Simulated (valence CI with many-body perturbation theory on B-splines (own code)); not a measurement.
# Ga XIX in brief

Computed by relativistic CI+MBPT: three valence electrons over a frozen Dirac-Fock core [Ne], a basis of 9 s, 9 p, 8 d, 6 f, 3 g, 1 h functions for each j, with the one-electron correlation potential Σ1 (screened to all orders), the two-electron term Σ2, the three-electron term Σ3, Breit, model QED; selected single and double excitations, second order for the rest, scaled by the run's own slope (own B-spline code, finite nucleus).

No measured spectrum was set against this ion. As an estimate, levels of excited configurations hold to 0.05 to 0.15 % of their energy, terms of the ground configuration to about 0.5 %.

Names give the largest LS component (configuration and term), which can be under half, so a name can repeat, a term be missing and a line seem to break the LS rules; names also repeat where a configuration has a term twice.

Rates and lifetimes use the calculated energies. Strong lines usually hold to 10 to 20 %, long lifetimes can be off by a factor of two.

(1) What is the ground level?

(2) How well does LS coupling describe the low levels?

(3) Where does the other parity begin?

(4) Name the longest-lived excited levels whose lifetime is computed, and their main decay.

(5) What is the ionisation energy?

(6) How is the term ²P° of the ground level split?

(7) Among levels below 131.03 eV, which E1 lines absorb most strongly from the ground level?

## Answers

(1) 3s²3p ²P°_1/2, composition 98 % 3s²3p ²P°, g = 0.664.

(2) Among the lowest 20 levels the leading LS term, summed over configurations, holds 90 % on average. For single configurations the figures are 82 % in LS and 71 % in jj coupling. Terms mix most in the J = 1/2 level at 62.18 eV, where the leading one holds 50 %.

(3) At 3s3p² ⁴P_1/2, 38.90 eV.

(4) 3s²3p ²P°_3/2 at 5.78 eV lives 1.10 ms, mostly by M1 to 3s²3p ²P°_1/2. The lifetime of 3s3p3d ⁴F°_9/2 is too uncertain to give, and may be longer.

(5) 681.89 eV; NIST lists 677 ± 3 eV (semi-empirical).

(6) J = 1/2 at 0.00, J = 3/2 at 5.78 eV.

(7) to 3s²3d ²D_3/2 at 15.50 nm, f = 0.364; to 3s3p² ²S_1/2 at 19.94 nm, f = 0.232; to 3s3p² ²P_3/2 at 17.85 nm, f = 0.128.
